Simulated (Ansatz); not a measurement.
Geometry optimisation, RKS PBE/def2-SVP (Ansatz 0.2.0).

Input file:

```yaml
crystal:
  periodic: [false, false, false]
  atoms:
    - { symbol: Zr, position_ang: [-0.133762, 0.540515, -0.269135] }
    - { symbol: O, position_ang: [0.433729, -0.726246, 2.683146] }
    - { symbol: H, position_ang: [-0.298065, -0.236862, 3.108671] }
    - { symbol: O, position_ang: [1.507335, -0.357193, -0.696738] }
    - { symbol: H, position_ang: [2.22994, -0.792829, -1.168472] }
    - { symbol: O, position_ang: [-0.87668, 1.357363, -1.835408] }
    - { symbol: H, position_ang: [-1.35194, 1.573842, -2.648492] }
    - { symbol: O, position_ang: [-1.45772, -0.764347, 0.315303] }
    - { symbol: H, position_ang: [-1.202051, -1.445342, 0.967054] }
    - { symbol: Br, position_ang: [0.362682, 2.426686, 1.565772] }
    - { symbol: H, position_ang: [1.108732, -0.001187, 2.6214] }
basis:
  gaussian: { orbitals: def2-SVP }
hamiltonian:
  xc: pbe
relax:
  f_tol: 0.03
  max_steps: 50
```

Command:

```bash
$ ansatz run input.yaml --threads 4 --pin off --max-ram 5120MiB --backend cpu --events-out ev --progress --plain --runs-dir out
```

Where does it end, and by what steps?

The forces met the threshold. After 23 steps the energy has fallen by 0.453 eV; H3 moved furthest, 1.13 Å. Joined: Zr1–O2 (3.26 → 2.43 Å).

```
step  energy less start (eV)  largest force component (eV/Å)  accepted
   0                  0.0000                           0.639       yes
   1                 -0.0279                           1.225       yes
   2                 -0.1192                           1.080       yes
   3                 -0.1986                           1.123       yes
   4                 -0.1920                           0.709        no
   5                 -0.2513                           0.264       yes
   6                 -0.2658                           0.120       yes
   7                 -0.2777                           0.165       yes
   8                 -0.2696                           0.969        no
   9                 -0.2924                           0.260       yes
  10                 -0.3045                           0.420       yes
  11                 -0.3193                           0.339       yes
  12                 -0.3458                           0.825       yes
  13                 -0.3704                           1.007       yes
  14                 -0.4167                           0.606       yes
  15                 -0.3962                           1.253        no
  16                 -0.4302                           0.352       yes
  17                 -0.4451                           0.413       yes
  18                 -0.4463                           0.398       yes
  19                 -0.4249                           0.463        no
  20                 -0.4519                           0.091       yes
  21                 -0.4528                           0.039       yes
  22                 -0.4529                           0.040       yes
  23                 -0.4531                           0.014       yes
```

```xyz
11
Properties=species:S:1:pos:R:3
Zr -0.288 0.386 0.097
O 0.490 -0.443 2.240
H 0.574 0.385 2.762
O 1.541 -0.379 -0.111
H 2.091 -0.405 -0.912
O -0.613 1.126 -1.648
H -0.843 1.568 -2.476
O -1.733 -0.901 0.322
H -1.889 -1.668 0.897
Br -0.401 2.531 1.583
H 1.393 -0.625 1.889
```

Whether the end is a true minimum wasn't checked by a vibrational analysis.

Time of the run: 60 s on 4 threads of Arm Neoverse V1 (shared host), peak memory 0.22 GiB.
